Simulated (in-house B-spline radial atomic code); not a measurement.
Values are calculated unless marked as measured or tabulated.
Sb3+ at several levels of theory

Ground configuration [Kr] 4d10 5s2. All numbers come from an all-electron radial atomic-structure program (B-spline basis), all electrons, at the radial basis limit. Mean-field, RPA, GW and linear-response runs are scalar-relativistic (one-electron X2C), no spin-orbit coupling, without Breit or QED terms, open shells spin-polarised at highest spin; the many-body runs on Dirac-Hartree-Fock orbitals are four-component, and their energies hold both.

**Ionisation energy.** The reference is 43.804 ± 0.025 eV (NIST, measured).

| method | value (eV) | minus reference (eV) |
| --- | --- | --- |
| minus the highest LDA VWN5 level | 39.37 | -4.43 |
| LDA VWN5, difference of total energies | 44.49 | +0.68 |
| minus the highest PBE level | 38.88 | -4.92 |
| PBE, difference of total energies | 43.97 | +0.17 |
| G0W0 on PBE | 44.21 | +0.40 |
| exact exchange + RPA on PBE | 44.21 | +0.41 |
| exact exchange + RPA + SOSEX on PBE | 43.62 | -0.19 |
| minus the highest r2SCAN level | 39.01 | -4.79 |
| r2SCAN, difference of total energies | 43.48 | -0.32 |
| minus the highest PBE0 level | 39.87 | -3.93 |
| PBE0, difference of total energies | 43.59 | -0.21 |
| G0W0 on PBE0 | 44.10 | +0.30 |
| minus the highest B3LYP (VWN-RPA) level | 39.93 | -3.87 |
| B3LYP (VWN-RPA), difference of total energies | 44.04 | +0.24 |
| minus the highest CAM-B3LYP level | 41.53 | -2.27 |
| minus the highest LC-wPBE level | 42.68 | -1.13 |
| minus the highest Hartree-Fock level | 41.88 | -1.92 |
| Hartree-Fock, difference of total energies | 41.63 | -2.17 |
| G0W0 on Hartree-Fock | 43.86 | +0.06 |
| MP2, difference of total energies | 44.05 | +0.25 |
| CI + MBPT for the two outer electrons | 43.69 | -0.12 |
| Dirac-Fock + self-energy with TDHF screening (5s1/2) | 43.28 | -0.53 |

Problem. Which methods come closest, and which lies farthest off?

Solution. Closest: G0W0 on Hartree-Fock (+0.06 eV) and CI + MBPT for the two outer electrons (-0.12 eV). Farthest: minus the highest PBE level (-4.92 eV). The PBE level misses by -4.9 eV while the PBE energy difference misses by +0.17 eV: the semilocal potential lacks the −1/r tail and the energy is convex in the electron number, but total energies at whole numbers are far better.

**Static dipole polarisability and C6** of two like species, by linear response (no reference value is at hand):

```tsv
method	α (bohr³)	C6 (hartree·bohr⁶)
LDA VWN5	10.04	47.93
PBE	10.3	49.41
PBE0	10.75	51.75
B3LYP (VWN-RPA)	10.39	49.78
CAM-B3LYP	10.52	50.43
LC-wPBE	11.06	53.47
TDHF	12.16	59.5
relativistic RPA (four-component TDHF)	12.16	59.39
```

Problem. What mean excitation energy do α and C6 imply in London's formula C6 = (3/4) α² ω?

Solution. LDA VWN5: ω = 0.634 hartree; relativistic RPA (four-component TDHF): ω = 0.536 hartree. A method that puts the excitations lower gives a larger α and a smaller ω.

Run times on one thread of shared hosts: mean field, RPA, SOSEX and G0W0 on PBE, for the atom and its ion, 13 s (Arm Neoverse N1); TDDFT with PBE, 1.1 s (Intel Xeon 6975P-C (Granite Rapids)); CI + MBPT, 110 s (Intel Xeon 6975P-C); removal energies by the self-energy, 80 s (Arm Neoverse N1).
